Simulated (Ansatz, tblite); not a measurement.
Cost and result up the ladder for the cluster CdI2 (the lowest singlet isomer of a short search) (3 atoms). Total charge 0; singlet. Geometry: r2SCAN-D4/def2-TZVP.

```xyz
3

Cd   -0.004    0.003    0.007
I     1.617   -1.199    1.623
I    -1.613    1.196   -1.630
```

Ansatz on 4 threads of Intel Xeon on a shared host; xTB runs through tblite on one thread. Times are rough, summed over both states, and most runs start from the orbitals of an earlier one. B2PLYP/def2-TZVP serves as the yardstick here, not as an exact answer. Differences are given only for rows in sets of like size (and for xTB, whose basis is part of the method), since another set adds its own error. The other state is a triplet at its own geometry, which has other bonds, so the gap mixes isomer and spin.

In the def2 sets Cd, I take a core potential, while STO-3G treats all electrons; there is no spin–orbit coupling. The xTB rows come from tblite. B3LYP takes the VWN-RPA correlation. Correlated methods freeze 8 core orbitals; core or outer-core shells of Cd, I are correlated, in sets that lack core-valence functions. At PBE0-D4/def2-TZVP a singlet of charge 0 lies 2.25 eV below the triplet, each at its own geometry. The structure comes from a short search, and lower isomers may exist.

Correlated methods converge slowly with the basis.

xTB has no spin-polarisation term.

```
                         level  functions  triplet − singlet (eV)  difference from B2PLYP/def2-TZVP (eV)
                     HF/STO-3G         81                    4.08                                      –
PBE-D4/def2-TZVP (with forces)        140                    2.06                                  -0.29
                  HF/def2-TZVP        140                    2.24                                  -0.12
            B3LYP-D4/def2-TZVP        140                    2.13                                  -0.23
             ωB97M-V/def2-TZVP        140                    2.47                                   0.11
                      GFN2-xTB         22                    2.61                                   0.25
           r2SCAN-D4/def2-TZVP        140                    2.16                                  -0.20
                      GFN1-xTB         22                    2.49                                   0.13
              B2PLYP/def2-TZVP        140                    2.36                                   0.00
        CAM-B3LYP-D4/def2-TZVP        140                    2.36                                   0.00
             RPA@PBE/def2-TZVP        140                    2.23                                  -0.13
             PBE0-D4/def2-TZVP        140                    2.25                                  -0.11
                 MP2/def2-TZVP        140                    2.57                                   0.22
```

(1) Estimate how long each takes.

Results:

(1) GFN1-xTB 0.004 s; GFN2-xTB 0.004 s; HF/STO-3G 2 s; PBE-D4/def2-TZVP (with forces) 2.3 s; HF/def2-TZVP 3.1 s; B3LYP-D4/def2-TZVP 3.5 s; MP2/def2-TZVP 3.6 s; PBE0-D4/def2-TZVP 4 s; CAM-B3LYP-D4/def2-TZVP 4.1 s; r2SCAN-D4/def2-TZVP 4.2 s; RPA@PBE/def2-TZVP 5.6 s; B2PLYP/def2-TZVP 5.9 s; ωB97M-V/def2-TZVP 11 s. On shared hardware such times vary by a factor of up to 3.
